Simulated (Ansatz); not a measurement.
HS2 (SMILES [S]S) moved off its minimum; all values from Ansatz (a first-principles code), cores frozen in correlated methods. Open shells are unrestricted.
(charge 0, multiplicity 2)
```xyz
3

S      0.94601    -0.45526     0.03626
S     -0.80716     0.47967    -0.01694
H     -1.71414    -0.53991    -0.02144
```

Forces at PBE/def2-TZVPP (eV/Å):

```tsv
atom	Fx	Fy	Fz
S1	-0.292	0.082	-0.008
S2	0.309	0.079	0.006
H3	-0.017	-0.161	0.002
```

Q: Give the forces (eV/Å), the total energy and the dipole at CCSD(T)/aug-cc-pV(T+d)Z.

A: 
```tsv
atom	Fx	Fy	Fz
S1	-0.267	0.016	-0.006
S2	-0.071	-0.153	0.001
H3	0.338	0.136	0.005
```
Energy -796.0637 hartree, dipole 1.44 D.
